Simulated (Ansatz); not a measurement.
The molecule CoAs, multiplicity 5 (lowest of 2S+1 = 1, 3, 5, 7 at PBE0/def2-TZVPP; our sources give no spin for the ground state, which may be another). No spin–orbit coupling. Co is treated without relativity. As is treated without relativity.

The constants come from a fifth-degree fit in 1/R (seven points, main isotopes). Runs in def2 and cc sets follow the lowest solution found near the PBE0 minimum.

Run with Ansatz (a first-principles code) with Gaussian orbitals. Each number belongs to the level named beside it.

Energies at wB97M-V/def2-TZVPP:

| R (Å) | E (hartree) |
|---|---|
| 2.087103 | -3618.39119198 |
| 2.143208 | -3618.39530450 |
| 2.194824 | -3618.39749527 |
| 2.253173 | -3618.39850869 |
| 2.311523 | -3618.39829477 |
| 2.378848 | -3618.39687460 |
| 2.457395 | -3618.39403851 |

Task: With a reduced mass of 32.9863 u, find the minimum, the force constant and the constants.

Result: A fifth-degree polynomial in 1/R puts the minimum at r_e = 2.2705 Å with force constant 145 N/m. Then ω_e = (1/2πc)√(k/μ) = 273 cm⁻¹ and B_e = h/(8π²cμr_e²) = 0.09914 cm⁻¹; the cubic and quartic terms give α_e = 0.00048 and ω_e x_e = 0.88 cm⁻¹.
